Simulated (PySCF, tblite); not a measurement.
Parent: `[CH3:1][S:2][c:3]1[cH:4][n:5][cH:6][n:7][n:8]1` with C1–S2–C3–C4 180°, C4H5N3S.

Computed geometry: GFN2-xTB, gas phase. One conformer each, not checked by frequencies here.

| coordinate of the parent | value |
| --- | --- |
| C1–S2 | 1.813 Å |
| S2–C3 | 1.736 Å |
| C3–C4 | 1.411 Å |
| C4–N5 | 1.308 Å |
| N5–C6 | 1.338 Å |
| C6–N7 | 1.312 Å |
| N7–N8 | 1.304 Å |
| C3–N8 | 1.328 Å |
| C1–S2–C3 | 100.0° |
| S2–C3–C4 | 121.1° |
| S2–C3–N8 | 118.8° |
| C4–C3–N8 | 120.2° |
| C3–C4–N5 | 119.9° |
| C4–N5–C6 | 115.8° |
| N5–C6–N7 | 125.6° |
| C6–N7–N8 | 119.4° |
| C3–N8–N7 | 119.1° |

Question: How does the shared frame change in `[CH3:1][Si:2]([CH3:3])([CH3:4])[c:5]1[cH:6][n:7][cH:8][n:9][n:10]1`, C6H11N3Si? Atoms pair as C3 = C5, C4 = C6, N5 = N7, C6 = C8, N7 = N9, N8 = N10 (parent first).

Answer: 
| parent | relative | value in the relative | change |
| --- | --- | --- | --- |
| C3–C4 | C5–C6 | 1.402 Å | -0.009 |
| C4–N5 | C6–N7 | 1.318 Å | +0.010 |
| N5–C6 | N7–C8 | 1.330 Å | -0.008 |
| C6–N7 | C8–N9 | 1.316 Å | +0.004 |
| N7–N8 | N9–N10 | 1.304 Å | 0.000 |
| C3–N8 | C5–N10 | 1.328 Å | 0.000 |
| C4–C3–N8 | C6–C5–N10 | 118.4° | -1.8 |
| C3–C4–N5 | C5–C6–N7 | 121.4° | +1.5 |
| C4–N5–C6 | C6–N7–C8 | 115.1° | -0.7 |
| N5–C6–N7 | N7–C8–N9 | 125.6° | 0.0 |
| C6–N7–N8 | C8–N9–N10 | 118.9° | -0.5 |
| C3–N8–N7 | C5–N10–N9 | 120.5° | +1.4 |

Of the parent's bonds, C3–C4 and C4–N5 change most and about equally (-0.009 to +0.010 Å). Bonds of the relative outside the shared frame: C1–Si2 1.906, Si2–C3 1.907, Si2–C4 1.901, Si2–C5 1.907 Å. Point group Cs → C1.
